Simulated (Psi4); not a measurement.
C2H8Si (SMILES C[SiH2]C), singlet, geometry from GFN2-xTB; B3LYP/STO-3G in Psi4.

The Psi4 input:
```
memory 2 GB

molecule mol {
0 1
Si    0.035461   -0.433480   -0.370373
C     1.457530    0.738733    0.087122
C    -1.522904    0.060402    0.595673
H     0.407409   -1.814471   -0.032555
H    -0.230713   -0.345479   -1.812943
H     1.215766    1.770295   -0.153907
H     2.365254    0.481517   -0.450450
H     1.682822    0.695107    1.149198
H    -2.356130   -0.593044    0.355159
H    -1.827838    1.077587    0.365422
H    -1.360782    0.002399    1.668527
}

set {
  basis sto-3g
  reference rks
  d_convergence 1e-8
}

energy('b3lyp')
print_variables()
```

The log (banner, timings and long lists left out):

```
   => Loading Basis Set <=

    Name: STO-3G
    Role: ORBITAL
    Keyword: BASIS

         ---------------------------------------------------------
                                   SCF
               by Justin Turney, Rob Parrish, Andy Simmonett
                          and Daniel G. A. Smith
                              RKS Reference
         ---------------------------------------------------------

  ==> Geometry <==

    Molecular point group: c1
    Full point group: C1

    Geometry (in Angstrom), charge = 0, multiplicity = 1:

       Center              X                  Y                   Z               Mass
    ------------   -----------------  -----------------  -----------------  -----------------
         SI           0.033752553331    -0.412594780102    -0.352528254971    27.976926534650
         C            1.455821553331     0.759618219898     0.104966745029    12.000000000000
         C           -1.524612446669     0.081287219898     0.613517745029    12.000000000000
         H            0.405700553331    -1.793585780102    -0.014710254971     1.007825032230
         H           -0.232421446669    -0.324593780102    -1.795098254971     1.007825032230
         H            1.214057553331     1.791180219898    -0.136062254971     1.007825032230
         H            2.363545553331     0.502402219898    -0.432605254971     1.007825032230
         H            1.681113553331     0.715992219898     1.167042745029     1.007825032230
         H           -2.357838446669    -0.572158780102     0.373003745029     1.007825032230
         H           -1.829546446669     1.098472219898     0.383266745029     1.007825032230
         H           -1.362490446669     0.023284219898     1.686371745029     1.007825032230

  Running in c1 symmetry.

  Rotational constants: A =      0.53825  B =      0.19641  C =      0.16028 [cm^-1]
  Rotational constants: A =  16136.32959  B =   5888.14432  C =   4805.03918 [MHz]
  Nuclear repulsion =  113.530056435719359

  Charge       = 0
  Multiplicity = 1
  Electrons    = 34
  Nalpha       = 17
  Nbeta        = 17

  ==> Algorithm <==

  SCF Algorithm Type is DF.
  DIIS enabled.
  MOM disabled.
  Fractional occupation disabled.
  Guess Type is SAD.
  Energy threshold   = 1.00e-06
  Density threshold  = 1.00e-08
  Integral threshold = 1.00e-12

  ==> Primary Basis <==

  Basis Set: STO-3G
    Blend: STO-3G
    Number of shells: 19
    Number of basis functions: 27
    Number of Cartesian functions: 27
    Spherical Harmonics?: true
    Max angular momentum: 1

  ==> DFT Potential <==

   => LibXC <=

    Version 7.1.2
    S. Lehtola, C. Steigemann, M. J. T. Oliveira, and M. A. L. Marques,  SoftwareX 7, 1–5 (2018) (10.1016/j.softx.2017.11.002)

   => Composite Functional: B3LYP <=

    B3LYP Hyb-GGA Exchange-Correlation Functional

    P. J. Stephens, F. J. Devlin, C. F. Chabalowski, and M. J. Frisch,  J. Phys. Chem. 98, 11623 (1994) (10.1021/j100096a001)

    Deriv               =              1
    GGA                 =           TRUE
    Meta                =          FALSE

    Exchange Hybrid     =           TRUE
    MP2 Hybrid          =          FALSE

   => Exchange Functionals <=

    0.0800   Slater exchange
    0.7200         Becke 88

   => Exact (HF) Exchange <=

    0.2000               HF

   => Correlation Functionals <=

    0.1900   Vosko, Wilk & Nusair (VWN5_RPA)
    0.8100   Lee, Yang & Parr

   => LibXC Density Thresholds  <==

    XC_HYB_GGA_XC_B3LYP:  1.00E-15

   => Molecular Quadrature <=

    Radial Scheme          =       TREUTLER
    Pruning Scheme         =           NONE
    Nuclear Scheme         =       TREUTLER

    Blocking Scheme        =         OCTREE
    BS radius alpha        =              1
    Pruning alpha          =              1
    Radial Points          =             75
    Spherical Points       =            302
    Total Points           =         235239
    Total Blocks           =           1808
    Max Points             =            256
    Max Functions          =             26
    Weights Tolerance      =       1.00E-15

   => Loading Basis Set <=

    Name: (STO-3G AUX)
    Role: JKFIT
    Keyword: DF_BASIS_SCF

  ==> Integral Setup <==

  SCF_SUBTYPE=INCORE selected. In-core MEM_DF algorithm will be used.
  Using in-core AOs.

  ==> MemDFJK: Density-Fitted J/K Matrices <==

    J tasked:                   Yes
    K tasked:                   Yes
    wK tasked:                   No
    Algorithm:                 Core
    Schwarz Cutoff:           1E-12
    Mask sparsity (%):       0.8230
    Fitting Condition:        1E-10

   => Auxiliary Basis Set <=

  Basis Set: (STO-3G AUX)
    Blend: DEF2-UNIVERSAL-JKFIT
    Number of shells: 136
    Number of basis functions: 422
    Number of Cartesian functions: 493
    Spherical Harmonics?: true
    Max angular momentum: 4

  Minimum eigenvalue in the overlap matrix is 2.2806044439E-01.
  Reciprocal condition number of the overlap matrix is 9.7204401179E-02.
    Using symmetric orthogonalization.

  ==> Pre-Iterations <==

  SCF Guess: Superposition of Atomic Densities via on-the-fly atomic UHF (no occupation information).

   -------------------------
    Irrep   Nso     Nmo
   -------------------------
     A         27      27
   -------------------------
    Total      27      27
   -------------------------

  ==> Iterations <==

                           Total Energy        Delta E     RMS |[F,P]|

   @DF-RKS iter SAD:  -364.06569679086124   -3.64066e+02   0.00000e+00
   @DF-RKS iter   1:  -366.23820478213474   -2.17251e+00   6.02036e-03 ADIIS/DIIS
   @DF-RKS iter   2:  -366.24861188649078   -1.04071e-02   4.08941e-03 ADIIS/DIIS
   @DF-RKS iter   3:  -366.25748168671691   -8.86980e-03   4.78105e-04 ADIIS/DIIS
   @DF-RKS iter   4:  -366.25758481827302   -1.03132e-04   7.28005e-05 DIIS
   @DF-RKS iter   5:  -366.25758745230809   -2.63404e-06   2.37140e-06 DIIS
   @DF-RKS iter   6:  -366.25758745610727   -3.79919e-09   2.42835e-07 DIIS
   @DF-RKS iter   7:  -366.25758745615258   -4.53042e-11   1.54411e-08 DIIS
   @DF-RKS iter   8:  -366.25758745615286   -2.84217e-13   1.55045e-10 DIIS
  Energy and wave function converged.

  ==> Post-Iterations <==

   Electrons on quadrature grid:
      Ntotal   =   34.0000341269 ; deviation = 3.413e-05

    Orbital Energies [Eh]
    ---------------------

    Doubly Occupied:

       1A    -65.371795     2A     -9.959004     3A     -9.958911
       4A     -5.090889     5A     -3.391574     6A     -3.391462
       7A     -3.391338     8A     -0.663273     9A     -0.638591
      10A     -0.460588    11A     -0.372160    12A     -0.366806
      13A     -0.352310    14A     -0.350570    15A     -0.274553
      16A     -0.263390    17A     -0.251773

    Virtual:

      18A      0.302650    19A      0.324949    20A      0.338067
      21A      0.338446    22A      0.470604    23A      0.487535
      24A      0.487654    25A      0.507938    26A      0.508714
      27A      0.519965

    Final Occupation by Irrep:
              A
    DOCC [    17 ]
    NA   [    17 ]
    NB   [    17 ]

  @DF-RKS Final Energy:  -366.25758745615286

   => Energetics <=

    Nuclear Repulsion Energy =            113.5300564357193593
    One-Electron Energy =                -730.3816995033646435
    Two-Electron Energy =                 278.7164641419354894
    DFT Exchange-Correlation Energy =     -28.1224085304431171
    Empirical Dispersion Energy =           0.0000000000000000
    VV10 Nonlocal Energy =                  0.0000000000000000
    Total Energy =                       -366.2575874561528622

Computation Completed

Properties will be evaluated at   0.000000,   0.000000,   0.000000 [a0]

Properties computed using the SCF density matrix

 Multipole Moments:

 ------------------------------------------------------------------------------------
     Multipole            Electronic (a.u.)      Nuclear  (a.u.)        Total (a.u.)
 ------------------------------------------------------------------------------------

 L = 1.  Multiply by 2.5417464519 to convert [e a0] to [Debye]
 Dipole X            :          0.1082632           -0.1097727           -0.0015094
 Dipole Y            :         -1.3234401            1.3418916            0.0184515
 Dipole Z            :         -1.1307706            1.1465353            0.0157647
 Magnitude           :                                                    0.0243159

 ------------------------------------------------------------------------------------

  Variable Map:
  ----------------------------------------------------------------------------
  "CURRENT ENERGY"              =>    -366.257587456153
  "CURRENT REFERENCE ENERGY"    =>    -366.257587456153
  "DD SOLVATION ENERGY"         =>       0.000000000000
  "DFT FUNCTIONAL TOTAL ENERGY" =>    -366.257587456153
  "DFT TOTAL ENERGY"            =>    -366.257587456153
  "DFT VV10 ENERGY"             =>       0.000000000000
  "DFT XC ENERGY"               =>     -28.122408530443
  "GRID ELECTRONS ALPHA"        =>      17.000017063444
  "GRID ELECTRONS BETA"         =>      17.000017063444
  "GRID ELECTRONS TOTAL"        =>      34.000034126888
  "NUCLEAR REPULSION ENERGY"    =>     113.530056435719
  "ONE-ELECTRON ENERGY"         =>    -730.381699503365
  "PCM POLARIZATION ENERGY"     =>       0.000000000000
  "PE ENERGY"                   =>       0.000000000000
  "SCF ITERATION ENERGY"        =>    -366.257587456153
  "SCF ITERATIONS"              =>       8.000000000000
  "SCF TOTAL ENERGY"            =>    -366.257587456153
  "TWO-ELECTRON ENERGY"         =>     278.716464141935
  "XC GRID RADIAL POINTS"       =>      75.000000000000
  "XC GRID SPHERICAL POINTS"    =>     302.000000000000
  "XC GRID TOTAL POINTS"        =>  235239.000000000000

  Array Variable Map:
  ----------------------------------------------------------------------------
  "CURRENT DIPOLE"              =>      -0.001509430646 ... 0.015764702428 1 by 3
  "SCF DIPOLE"                  =>      -0.001509430646 ... 0.015764702428 1 by 3
  "SCF TOTAL ENERGIES"          =>    -364.065696790861 ... -366.257587456153 1 by 9
```
